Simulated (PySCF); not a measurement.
Sb(I)3 cation (I3Sb), SMILES [I][Sb]([I])[I] (connectivity only; charge and spin as stated), charge +1, multiplicity 2.

The structure is a stationary point at B3LYP-D3(BJ)/def2-SVP. The spin state was assumed, not searched. The isomer is the one that the SMILES or the coordinates give; other isomers of the formula were not compared. The def2 effective core potentials stand for the cores of I, Sb; spin–orbit coupling is left out.

Calculation: C-PCM-PBE0/def2-SVP run with PySCF.

The values are the electrostatic part of the solvation free energy, E(continuum) − E(gas) at the gas-phase geometry, in a cavity of scaled van der Waals radii (PySCF's table); cavitation and dispersion terms are not included. A continuum can't describe solvent molecules that bind to the metal.

Task: Estimate the values in water (ε = 78.36), acetone (ε = 20.49), ethanol (ε = 24.85). (An estimate is asked for; the answer gives what the named calculation found.)

Result: 
```tsv
solvent	ε	ΔG(elec) (kcal/mol)
water	78.36	-51.6
acetone	20.49	-49.7
ethanol	24.85	-50.1
```
